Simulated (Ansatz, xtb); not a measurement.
**Two isomers of C4H6FN2S+**

We compare a, `Fc1[nH]c(CS)c[nH+]1`, a singlet, with b, `Fc1[nH]cc[n+]1CS`, a singlet. Both are isolated ions in the gas phase, relaxed with r2SCAN-D4/def2-SVP; the shapes shown needn't be the lowest conformers.

a (Å):

```xyz
14

C    -1.8842   -1.5761    0.8599
C    -0.2869   -0.2314    0.1111
C     1.1213    0.2225   -0.0964
C    -1.4896    0.2318   -0.3513
F    -2.4939   -2.5270    1.4726
N    -0.5725   -1.3671    0.8666
N    -2.4721   -0.6313    0.1298
S     2.2402   -0.2321    1.2748
H     0.1436   -1.8783    1.3960
H     1.1468    1.3029   -0.2999
H     1.5485   -0.2777   -0.9828
H     1.7781    0.6832    2.1589
H    -1.7336    1.0829   -0.9826
H    -3.4774   -0.5616   -0.0286
```

b (Å):

```csv
atom,x (Å),y (Å),z (Å)
C,-0.4401,0.0994,0.5421
C,-1.3720,2.0962,0.6367
C,-0.5707,2.0491,-0.4657
C,0.8681,0.2238,-1.5745
F,-0.1212,-1.1159,0.8150
N,-1.2746,0.8563,1.2544
N,0.0142,0.7854,-0.5061
S,-0.0080,-0.8829,-2.7026
H,-1.7438,0.5593,2.1101
H,-1.9921,2.8940,1.0388
H,-0.3555,2.8028,-1.2204
H,1.6605,-0.3687,-1.0950
H,1.3374,1.0740,-2.0871
H,-0.5983,0.0891,-3.4354
```

Q: Estimate E(b) − E(a) at the level CCSD(T)/def2-SVP + ΔMP2/def2-TZVPP.

A: Calculated at CCSD(T)/def2-SVP + ΔMP2/def2-TZVPP: E(b) − E(a) = +6.3 kcal/mol, so structure a lies lower.

How the difference moves with the method:

| level | geometry | E(b) − E(a) (kcal/mol) | departure from the last row (kcal/mol) | job, with rough time for the two |
| --- | --- | --- | --- | --- |
| r2SCAN-D4/def2-SVP | r2SCAN-D4/def2-SVP | +7.7 | +1.4 | optimisation, 3.5 min |
| HF/def2-SVP | r2SCAN-D4/def2-SVP | +6.3 | 0.0 | part of the CCSD(T) run |
| MP2/def2-SVP | r2SCAN-D4/def2-SVP | +7.2 | +0.9 | part of the CCSD(T) run |
| CCSD(T)/def2-SVP | r2SCAN-D4/def2-SVP | +6.5 | +0.2 | single point |
| CCSD(T)/def2-SVP + ΔMP2/def2-TZVPP | r2SCAN-D4/def2-SVP | +6.3 |  | single point, 93 s |

As drawn, b has 1 C–N, 1 C–H in place of 1 C–C, 1 N–H.

None of the levels shown reverses the order. The largest departure from CCSD(T)/def2-SVP + ΔMP2/def2-TZVPP is that of r2SCAN-D4/def2-SVP, 1.4 kcal/mol. Levels run at GFN2-xTB geometries aren't shown. The last row adds to CCSD(T) the change of the MP2 difference between the two basis sets, here −0.2 kcal/mol.

With thermal terms from frequencies at re-optimised GFN2-xTB minima (ideal gas, soft modes damped towards free rotors, one conformer each, 298.15 K, 1 atm): the zero-point term adds −0.1 kcal/mol; ΔH is +6.2 and ΔG +6.4 kcal/mol.

The correlated steps freeze 12 core orbitals. Programs: Ansatz 0.2.0, xtb 6.7.1; the last row on 4 threads of Arm Neoverse V1 on a shared host.
